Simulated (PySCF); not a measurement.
C6H14O (SMILES CC(C)CC(C)O), singlet, at a GFN2-xTB geometry; MP2/3-21G run with PySCF.

The PySCF input:
```python
from pyscf import gto, scf, mp

mol = gto.Mole()
mol.atom = '''
    C    -2.43078635    0.70386941   -0.80303926
    C    -1.25570669    0.44918022    0.14006863
    C    -1.61131725   -0.65358106    1.13232826
    C    -0.00356784    0.09617071   -0.67105441
    C     1.30635872    0.16561605    0.12111794
    C     2.50620758    0.28469755   -0.82155621
    O     1.41416337   -1.00010812    0.91718752
    H    -3.32653403    0.94646361   -0.23583611
    H    -2.63394850   -0.18210721   -1.40088243
    H    -2.21754026    1.53142372   -1.47653008
    H    -1.05474058    1.37209009    0.69721620
    H    -2.44485243   -0.34699566    1.76089494
    H    -1.89494724   -1.55862855    0.59971909
    H    -0.75974526   -0.88569296    1.76357795
    H     0.07553450    0.78969911   -1.51042497
    H    -0.10234493   -0.91470588   -1.06915737
    H     1.28419761    1.05287160    0.77827267
    H     2.44138523    1.19839905   -1.40578699
    H     3.43649354    0.30505001   -0.25455642
    H     2.53090781   -0.56678997   -1.49790355
    H     2.28569861   -1.01592954    1.32670716
'''
mol.basis = '3-21g'
mol.verbose = 4
mol.build()

mf = scf.RHF(mol)
mf.kernel()

pt = mp.MP2(mf, frozen=7)
pt.kernel()
print('E(MP2) = %.10f' % pt.e_tot)
mf.analyze()
```

Predict the main parts of the log of this PySCF run.


```
PySCF version 2.14.0

[INPUT] verbose = 4
[INPUT] num. atoms = 21
[INPUT] num. electrons = 58
[INPUT] charge = 0
[INPUT] spin (= nelec alpha-beta = 2S) = 0
[INPUT] symmetry False subgroup None
[INPUT] Mole.unit = angstrom
[INPUT] Symbol           X                Y                Z      unit          X                Y                Z       unit  Magmom
[...]
nuclear repulsion = 334.173085576201
number of shells = 63
number of NR pGTOs = 147
number of NR cGTOs = 91
basis = 3-21g
ecp = {}

******** <class 'pyscf.scf.hf.RHF'> ********
method = RHF
initial guess = minao
damping factor = 0
level_shift factor = 0
DIIS = <class 'pyscf.scf.diis.CDIIS'>
diis_start_cycle = 1
diis_space = 8
diis_damp = 0
SCF conv_tol = 1e-09
SCF conv_tol_grad = None
SCF max_cycles = 50
direct_scf = True
direct_scf_tol = 1e-13
Set gradient conv threshold to 3.16228e-05
Initial guess from minao.
init E= -309.611528956574
[...]
cycle= 1 E= -308.414819491485  delta_E=  1.2  |g|= 0.563  |ddm|=  3.9
[...]
cycle= 2 E= -308.490945755223  delta_E= -0.0761  |g|= 0.264  |ddm|= 0.701
[...]
cycle= 3 E= -308.503423245331  delta_E= -0.0125  |g|= 0.0587  |ddm|= 0.277
[...]
cycle= 4 E= -308.504413025059  delta_E= -0.00099  |g|= 0.00686  |ddm|= 0.0867
[...]
cycle= 5 E= -308.50443187744  delta_E= -1.89e-05  |g|= 0.00236  |ddm|= 0.0165
[...]
cycle= 6 E= -308.504434061003  delta_E= -2.18e-06  |g|= 0.000529  |ddm|= 0.0058
[...]
cycle= 7 E= -308.504434201315  delta_E= -1.4e-07  |g|= 0.000119  |ddm|= 0.00139
[...]
cycle= 8 E= -308.504434208991  delta_E= -7.68e-09  |g|= 3.72e-05  |ddm|= 0.000274
[...]
cycle= 9 E= -308.504434209574  delta_E= -5.84e-10  |g|= 8.8e-06  |ddm|= 6.85e-05
[...]
Extra cycle  E= -308.504434209615  delta_E= -4.09e-11  |g|= 3.92e-06  |ddm|= 1.63e-05
converged SCF energy = -308.504434209615

******** <class 'pyscf.mp.mp2.RMP2'> ********
nocc = 22, nmo = 84
frozen orbitals 7
E(RMP2) = -309.173452351562  E_corr = -0.669018141947351
E(SCS-RMP2) = -309.180549155148  E_corr = -0.676114945532809
E_corr(same-spin) = -0.146200182466167
E_corr(oppo-spin) = -0.522817959481184
E(MP2) = -309.1734523516
**** SCF Summaries ****
Total Energy =                        -308.504434209615056
Nuclear Repulsion Energy =             334.173085576200947
One-electron Energy =                -1080.801875045511451
Two-electron Energy =                  438.124355259695449
Two-electron Coulomb Energy =          482.370956620905531
DFT Exchange-Correlation Energy =      -44.246601361210082
HOMO-LUMO gap [eV] =                    17.882899949582271
**** MO energy ****
[...]
 ** Mulliken pop on meta-lowdin orthogonal AOs  **
 ** Mulliken pop  **
 ** Mulliken atomic charges  **
charge of    0C =     -0.26083
charge of    1C =     -0.03982
charge of    2C =     -0.26937
charge of    3C =     -0.15828
charge of    4C =      0.16798
charge of    5C =     -0.27980
charge of    6O =     -0.51989
charge of    7H =      0.08410
charge of    8H =      0.08213
charge of    9H =      0.07930
charge of   10H =      0.07045
charge of   11H =      0.07550
charge of   12H =      0.07982
charge of   13H =      0.10765
charge of   14H =      0.07599
charge of   15H =      0.09076
charge of   16H =      0.06229
charge of   17H =      0.09181
charge of   18H =      0.07858
charge of   19H =      0.09448
charge of   20H =      0.28717
Dipole moment(X, Y, Z, Debye):  1.63051,  1.16438, -0.23539
```
